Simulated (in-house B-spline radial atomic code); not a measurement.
Inner levels of cerium as electrons are removed. A shift is the extra binding of the orbital against the neutral atom ([Xe] 4f1 5d1 6s2). The density at the nucleus is averaged over the nuclear charge. Computed with an all-electron radial atomic-structure program (B-spline basis): Dirac-Hartree-Fock, average of the configuration, finite nuclei.

```csv
ion,configuration,shift of 4p3/2 (eV),shift of 2p1/2 (eV),shift of 3d3/2 (eV),radius of 4p3/2 (bohr),radius of 2p1/2 (bohr),radius of 3d3/2 (bohr),Σ<r²> (bohr²),change of density at nucleus (bohr⁻³)
Ce7+,[Kr] 4d10 5s2 5p3,92.877,95.739,96.152,0.67762,0.088047,0.25055,24.046,74.642
Ce8+,[Kr] 4d10 5s2 5p2,?,?,?,?,?,?,?,?
Ce9+,[Kr] 4d10 5s2 5p1,128.57,133.94,133.65,0.676,0.088044,0.25047,18.166,119.84
Ce10+,[Kr] 4d10 5s2,?,?,?,?,?,?,?,?
Ce11+,[Kr] 4d10 5s1,167.74,176.22,175.09,0.67333,0.088041,0.25036,13.375,-60.387
Ce12+,[Kr] 4d10,188.69,198.95,197.36,0.67155,0.088039,0.25029,11.34,-283.85
Ce13+,[Kr] 4d9,218.44,236.54,233.28,0.66569,0.088033,0.25043,10.516,-240.16
Ce14+,[Kr] 4d8,248.85,275.4,270.29,0.65988,0.088026,0.25019,9.7399,-193.73
Ce15+,[Kr] 4d7,279.9,315.51,308.36,0.65413,0.088019,0.24994,9.0061,-144.56
Ce16+,[Kr] 4d6,311.59,356.87,347.47,0.64845,0.088011,0.24965,8.3113,-92.649
Ce17+,[Kr] 4d5,?,?,?,?,?,?,?,?
Ce18+,[Kr] 4d4,376.8,443.28,428.79,0.63728,0.087993,0.24902,7.0256,19.301
Ce19+,[Kr] 4d3,410.32,488.32,470.97,0.6318,0.087983,0.24866,6.4296,79.327
```

**Question.** Fill in the row of Ce8+.

**Answer.** shift of 4p3/2 (eV): 110.42; shift of 2p1/2 (eV): 114.46; shift of 3d3/2 (eV): 114.54; radius of 4p3/2 (bohr): 0.67686; radius of 2p1/2 (bohr): 0.088046; radius of 3d3/2 (bohr): 0.25051; Σ<r²> (bohr²): 20.994; change of density at nucleus (bohr⁻³): 96.64.

**Question.** Fill in the row of Ce10+.

**Answer.** shift of 4p3/2 (eV): 147.3; shift of 2p1/2 (eV): 154.18; shift of 3d3/2 (eV): 153.46; radius of 4p3/2 (bohr): 0.67502; radius of 2p1/2 (bohr): 0.088043; radius of 3d3/2 (bohr): 0.25042; Σ<r²> (bohr²): 15.536; change of density at nucleus (bohr⁻³): 144.23.

**Question.** Fill in the row of Ce17+.

**Answer.** shift of 4p3/2 (eV): 343.89; shift of 2p1/2 (eV): 399.46; shift of 3d3/2 (eV): 387.62; radius of 4p3/2 (bohr): 0.64283; radius of 2p1/2 (bohr): 0.088003; radius of 3d3/2 (bohr): 0.24935; Σ<r²> (bohr²): 7.652; change of density at nucleus (bohr⁻³): -38.026.
